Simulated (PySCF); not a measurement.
**HgBi at M06-L**

Level: M06-L. Hg def2-SVPD with ECP60, Bi def2-SVPD with ECP60; scalar-relativistic core potentials (PySCF 2.14).

| Item | Value |
| --- | --- |
| state | ⁴Σ⁻ (quartet), unpaired electrons σ ↑, π ↑↑ |
| bond length | 3.382 Å |
| harmonic wavenumber | 43.9 cm⁻¹ |
| force constant | 0.117 mdyn/Å |
| rotational constant Be | 0.01435 cm⁻¹ |
| anharmonicity ωexe | 0.205 cm⁻¹ |
| vibration–rotation constant αe | 8.97e-05 cm⁻¹ |
| well depth De to Hg + Bi | 18 kJ/mol |
| dissociation energy D0 | 17 kJ/mol |
| bond order (Mayer) | 0.43 |
| dipole moment (positive dipole means Hg(−)Bi(+)) | -0.11 D |

The bond is weak. Basis-set superposition, not corrected here, can be much of De in a small basis, most of all at correlated wavefunction levels. Functionals without a dispersion term scatter widely for such bonds, and LDA overbinds them. These are scalar-relativistic numbers at best; spin–orbit coupling would shift them, the dissociation energy most. The state is the lowest determinant that a PBE0 search found; another state may lie lower at other levels.
